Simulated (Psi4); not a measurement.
Pair of molecules, SMILES CO with SMILES C=O, pulled apart as rigid monomers along the line of their centres of mass from the B3LYP-D3(BJ)/def2-TZVP minimum (SMILES order as in the coordinates).
Starting geometry (charge 0, multiplicity 1):
```xyz
10

C      0.311    -0.560     0.250
O     -0.373     0.622     0.663
H      0.857    -0.404    -0.685
H     -0.451    -1.320     0.083
H      1.003    -0.915     1.020
H      0.279     1.319     0.790
C     -0.457     0.218     3.357
O      0.699     0.021     3.621
H     -0.909     1.225     3.406
H     -1.145    -0.598     3.071
```

Method: Psi4 with SAPT0/jun-cc-pV(D+d)Z.

```
O2···C7 (Å)  electrostatics (kcal/mol)  exchange (kcal/mol)  induction (kcal/mol)  dispersion (kcal/mol)  total
-----------  -------------------------  -------------------  --------------------  ---------------------  -----
2.46                            -11.19                15.77                 -3.25                  -3.68  -2.35
2.73                             -6.30                 6.33                     ?                  -2.16  -3.53
3.13                             -3.23                    ?                 -0.44                  -1.03  -3.13
3.80                             -1.55                 0.14                 -0.09                  -0.34  -1.84
```

### Question
Complete the blanks.

### Answer

- 2.73, induction (kcal/mol): -1.40
- 3.13, exchange (kcal/mol): 1.56
